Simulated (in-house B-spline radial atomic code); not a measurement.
Settings and results of a run for the technetium ion Tc³⁺. Method: non-relativistic M06-2X, spin-polarised, spherical fractional occupations, point nucleus. Calculated with a radial B-spline atomic code at the basis-set limit.

Command:
```bash
python run_scf.py task.json out
```
Settings:
```
Z                43
configuration    [Kr] 4d4
hamiltonian      nr
method           m062x
spin_polarised   True
```

Output (hartree, bohr):
```
 radial grid: 51 intervals, B-splines of order 8, outer radius 28.1081 bohr

 iter        energy (Eh)    residual
    1       -4205.051995    1.59e-01
    2       -4205.069154    6.28e-03
    3       -4205.069370    2.51e-03
    4       -4205.069394    1.48e-03
    5       -4205.069401    2.72e-04
    6       -4205.069402    5.43e-05
    7       -4205.069402    1.00e-05
    8       -4205.069402    3.48e-06
    9       -4205.069402    1.02e-07

 total energy                     -4205.06940
 kinetic                            4203.1177
 electron-nucleus                  -9962.5224
 Hartree                            1680.0046
 exact exchange                      -66.6066
 exchange-correlation                -59.0627

 orbital      occ     eigenvalue          <r>       <r^2>       <1/r>       <r^4>       r_max
 1s up      1.000      -753.3046    0.0354705  0.00168352     42.4618 7.17804e-06     0.02344
 1s down    1.000      -753.3049    0.0354704   0.0016835     42.4619 7.17786e-06     0.02344
 2s up      1.000      -107.8422     0.154889    0.028197     9.58261  0.00135663       0.131
 2s down    1.000      -107.8153     0.154878   0.0281933     9.58353  0.00135635      0.1309
 2p up      3.000       -99.7187     0.132559   0.0214143     9.58995 0.000906437      0.1027
 2p down    3.000       -99.6923     0.132539    0.021408      9.5912  0.00090596      0.1027
 3s up      1.000       -20.1455     0.427365    0.208859     3.34714   0.0670698      0.3835
 3s down    1.000       -20.1308     0.427108    0.208552     3.34839    0.066835      0.3835
 3p up      3.000       -16.9794     0.420599    0.205538     3.26705   0.0683629      0.3699
 3p down    3.000       -16.9622      0.42027    0.205133     3.26829   0.0680165        0.37
 3d up      5.000       -11.0885     0.396619    0.188322     3.09253   0.0675653      0.3099
 3d down    5.000       -11.0517     0.396725    0.188351     3.09074   0.0675796      0.3104
 4s up      1.000        -3.9992      1.08386      1.3285     1.24772     2.64986      0.9712
 4s down    1.000        -3.8699      1.08192     1.32323     1.24977     2.62459      0.9689
 4p up      3.000        -3.0251      1.17136     1.56521     1.14126     3.80842       1.026
 4p down    3.000        -2.8579      1.17233     1.56937     1.14078     3.84867       1.024
 4d up      4.000        -1.4343      1.49601      2.6162    0.872934     11.7781       1.222
```

Cost of the run: 0.42 s on 1 thread of Arm Neoverse V1, on a shared host.

Caution: exact exchange at fractional occupations of open shells leaves self-interaction of up to several eV.
